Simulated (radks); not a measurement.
Problem. Ge2+, configuration [Ne] 3s2 3p5 3d10 4s2 4p1 (not the ground configuration). Method: scalar-relativistic Kohn-Sham, PBE, spin-polarised, spherical densities, finite nucleus; open shells are filled with parallel spins first; Fermi nuclear charge, rms radius 4.0742 fm; computed with a radial shooting solver on a logarithmic mesh with Libxc functionals. Some entries of the table are withheld. Estimate them.

orbital,occ.,eigenvalue (eV),r(max) (bohr)
1s up,1,-11000.10,0.03073
1s down,1,-10999.35,0.03073
2s up,1,-1407.094,0.1760
2s down,1,-1406.596,0.1760
2p up,3,-1234.580,0.1411
2p down,3,-1233.788,0.1411
3s up,1,-201.7259,0.5406
3s down,1,-199.9151,0.5409
3p up,3,-148.6126,0.5403
3p down,2,-146.8389,0.5408
3d up,5,-61.3071,(1)
3d down,5,-59.7785,(2)
4s up,1,(3),(4)
4s down,1,(5),(6)
4p up,1,-22.9432,1.860
4p down,0,-21.6910,1.859

Solution. 
(1) 3d up r(max) (bohr): 0.4969
(2) 3d down r(max) (bohr): 0.4970
(3) 4s up eigenvalue (eV): -33.2844
(4) 4s up r(max) (bohr): 1.608
(5) 4s down eigenvalue (eV): -32.0102
(6) 4s down r(max) (bohr): 1.602
